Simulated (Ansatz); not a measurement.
`CO[Si]C` + `CNC` → `C[Si]N(C)C` + CH₃OH at 400 K and 1 bar (ligand exchange at the Si–O bond).

Program: Ansatz. Geometries: PBE0-D4/def2-TZVP. ΔE: electronic, gas phase. CBS: MP2 limit from def2 TZ/QZ plus the TZ coupled-cluster correction, frozen cores. This one scheme is used for every species. Each species was taken in one conformer, which may not be the lowest.

| species | CCSD(T)/CBS energy (Eh) | H − E (kJ/mol) | S (J/(mol·K)) |
| --- | --- | --- | --- |
| `CO[Si]C` | -443.95718 | 234.1 | 358.7 |
| `CNC` | -135.00321 | 264.6 | 293.2 |
| `C[Si]N(C)C` | -463.33839 | 348.0 | 383.1 |
| CH₃OH | -115.61712 | 151.2 | 252.6 |

H − E and S are ideal-gas, rigid-rotor, harmonic terms from PBE0-D4/def2-TZVP, for one conformer and one mirror image of each species. 1 Eh = 2625.50 kJ/mol, R = 8.31446 J/(mol·K).

Problem. By hand: ΔE, ΔH, ΔS and ΔG.

Solution. ΔE = (-463.33839) + (-115.61712) − (-443.95718) − (-135.00321) = 0.00488 Eh = 12.8 kJ/mol. Δ(H − E) = 348.0 + 151.2 − 234.1 − 264.6 = 0.5, so ΔH = 13.3 kJ/mol. ΔS = 383.1 + 252.6 − 358.7 − 293.2 = -16.2 J/(mol·K). ΔG = 13.3 − 400 × (-16.2)/1000 = 19.8 kJ/mol.

Problem. By hand: the equilibrium constant, and the temperature at which ΔG would vanish if ΔH and ΔS stayed fixed.

Solution. log₁₀ K = −ΔG/(RT ln 10) = -2.6. ΔH and −TΔS have one sign here, so there is no such temperature.

TΔS isn't small against ΔH here. A doubt of 5 kJ/mol in ΔE shifts log₁₀ K by 0.7 here. Other conformers and mirror images would add mixing entropy, several J/(mol·K) or more a flexible species. Modes under 60 cm⁻¹, often nearly free rotors, make the harmonic entropy too high. These are equilibria of isolated gas molecules and say nothing of rates. Largest T1 diagnostic: 0.014 (customary marks: 0.02 for closed shells, 0.045 for open ones).
